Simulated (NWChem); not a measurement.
Program: NWChem. System: Te, charge 1, spin multiplicity 4. Its SCF solution wasn't tested for a lower state. Level: ROCCSD(T)/def2-TZVP with def2 effective core potentials on Te, 4 core orbitals frozen.

NWChem printed:

```
             Northwest Computational Chemistry Package (NWChem) 7.3.0
             --------------------------------------------------------

                                NWChem Input Module
                                -------------------

 Scaling coordinates for geometry "geometry" by  1.889725989
 (inverse scale =  0.529177249)

                             Geometry "geometry" -> ""
                             -------------------------

 Output coordinates in angstroms (scale by  1.889725989 to convert to a.u.)

  No.       Tag          Charge          X              Y              Z
 ---- ---------------- ---------- -------------- -------------- --------------
    1 Te                  52.0000     0.00000000     0.00000000     0.00000000

 Effective nuclear repulsion energy (a.u.)       0.0000000000

            Nuclear Dipole moment (a.u.)
            ----------------------------
        X                 Y               Z
 ---------------- ---------------- ----------------
     0.0000000000     0.0000000000     0.0000000000

      Symmetry information
      --------------------

 Group name             D2h
 Group number             26
 Group order               8
 No. of unique centers     1

      Symmetry unique atoms

     1


 Summary of "ao basis" -> "" (spherical)
 ------------------------------------------------------------------------------
       Tag                 Description            Shells   Functions and Types
 ---------------- ------------------------------  ------  ---------------------
 *                         def2-tzvp                  on all atoms

 Summary of "ao basis" -> "ao basis" (spherical)
 ------------------------------------------------------------------------------
       Tag                 Description            Shells   Functions and Types
 ---------------- ------------------------------  ------  ---------------------
 Te                        def2-tzvp                16       50   6s5p3d2f

                                 NWChem SCF Module
                                 -----------------

  ao basis        = "ao basis"
  functions       =    50
  atoms           =     1
  closed shells   =    10
  open shells     =     3
  charge          =   1.00
  wavefunction    = ROHF
  use symmetry    = T
  symmetry adapt  = T

 Summary of "ao basis" -> "ao basis" (spherical)
 ------------------------------------------------------------------------------
       Tag                 Description            Shells   Functions and Types
[...]
     2   2 0 0    -15.820108     -6.939566      0.000000
     2   1 1 0      0.000000      0.000000      0.000000
     2   1 0 1     -0.000000     -0.000000      0.000000
     2   0 2 0    -15.820108     -6.939566      0.000000
     2   0 1 1     -0.000000     -0.000000      0.000000
     2   0 0 2    -15.820108     -6.939566      0.000000

                   NWChem Extensible Many-Electron Theory Module
                   ---------------------------------------------


            General Information
            -------------------
      Number of processors :     1
         Wavefunction type : Restricted open-shell Hartree-Fock
          No. of electrons :    23
           Alpha electrons :    13
            Beta electrons :    10
           No. of orbitals :   100
            Alpha orbitals :    50
             Beta orbitals :    50
        Alpha frozen cores :     4
         Beta frozen cores :     4
     Alpha frozen virtuals :     0
      Beta frozen virtuals :     0
         Spin multiplicity : quartet
    Number of AO functions :    50
       Number of AO shells :    16
        Use of symmetry is : on
      Symmetry adaption is : on
         Schwarz screening : 0.10D-09

          Correlation Information
          -----------------------
          Calculation type : Coupled-cluster singles & doubles w/ perturbation
   Perturbative correction : (T)
            Max iterations :      100
        Residual threshold : 0.10D-05
     T(0) DIIS level shift : 0.00D+00
     L(0) DIIS level shift : 0.00D+00
     T(1) DIIS level shift : 0.00D+00
     L(1) DIIS level shift : 0.00D+00
     T(R) DIIS level shift : 0.00D+00
     T(I) DIIS level shift : 0.00D+00
   CC-T/L Amplitude update :  5-th order DIIS
                I/O scheme : Global Array Library
        L-threshold :  0.10D-05
        EOM-threshold :  0.10D-05
 no EOMCCSD initial starts read in
 TCE RESTART OPTIONS
 SLICE:      F
 D4D5:       F
 quantumc:   F
 qrotation:  F
 pwtce:      F
 qducc:      F
 nacto:                         0
 nrotv:                         0
 nrot:                          0

            Memory Information
            ------------------
          Available GA space size is     249031800 doubles
          Available MA space size is     104842156 doubles

 Maximum block size supplied by input
 Maximum block size        24 doubles

 tile_dim =      8

 -------------------------------------------------

 Global array virtual files algorithm will be used

 Parallel file system coherency ......... OK

 4-electron integrals stored in orbital form

 v2    file size   =           117418
 4-index algorithm nr.  13 is used
 imaxsize =       30
 imaxsize ichop =        0


CCSD iterations
 ---------------------------------------------------------
 Iter          Residuum       Correlation     Cpu    Wall
 ---------------------------------------------------------
    1   0.2064821464085  -0.4003745388616     2.9     2.9
    2   0.0343648877953  -0.3602111433443     2.9     2.9
    3   0.0076007089992  -0.3693191108376     1.9     1.9
    4   0.0015106223703  -0.3678685292758     1.8     1.8
    5   0.0003953110819  -0.3682403725419     1.8     1.8
    6   0.0001004876395  -0.3681928698903     1.8     1.8
    7   0.0000230670477  -0.3681939694975     1.8     1.8
    8   0.0000087710841  -0.3681925147768     1.9     1.9
    9   0.0000022899122  -0.3681928971645     2.1     2.1
   10   0.0000010356542  -0.3681928181633     1.8     1.8
   11   0.0000001934994  -0.3681928679789     1.8     1.8
 -----------------------------------------------------------------
 Iterations converged
 CCSD correlation energy / hartree =        -0.368192867978933
 CCSD total energy / hartree       =      -267.087941207951872

 Singles contributions

 Doubles contributions
 CCSD(T)
 Using plain CCSD(T) code
             total no. of tasks        12060
 total no. of tasks / no. procs        12060
                         wl_min            2           1.1
                         wl_max        13824           4.9
        thresh for no. of tasks        12060

 CCSD[T]  correction energy / hartree =        -0.005742855722229
 CCSD[T] correlation energy / hartree =        -0.373935723701162
 CCSD[T] total energy / hartree       =      -267.093684063674118
 CCSD(T)  correction energy / hartree =        -0.005600423450605
 CCSD(T) correlation energy / hartree =        -0.373793291429537
 CCSD(T) total energy / hartree       =      -267.093541631402502

 Task  times  cpu:       30.4s     wall:       30.4s

 Total times  cpu:       30.5s     wall:       30.5s
```

Problem. Write an NWChem input that would produce this output.

Solution. This is not unique; one that fits is 
```
start mol
memory heap 100 mb stack 700 mb global 1900 mb
charge 1
geometry units angstroms nocenter noautoz
  Te     0.000000     0.000000     0.000000
  symmetry group D2h
end
basis spherical
  * library def2-tzvp
end
ecp
  Te library def2-ecp
end
scf
  rohf
  nopen 3
  maxiter 100
  thresh 1e-7
  semidirect memsize 60000000 filesize 0
  # guess.movecs holds the orbitals of an unrestricted PBE0 run
  vectors input guess.movecs output mol.movecs
end
tce
  freeze core 4
  ccsd(t)
  2eorb
  2emet 13
  thresh 1e-6
  maxiter 100
  tilesize 24
end
task tce energy
```
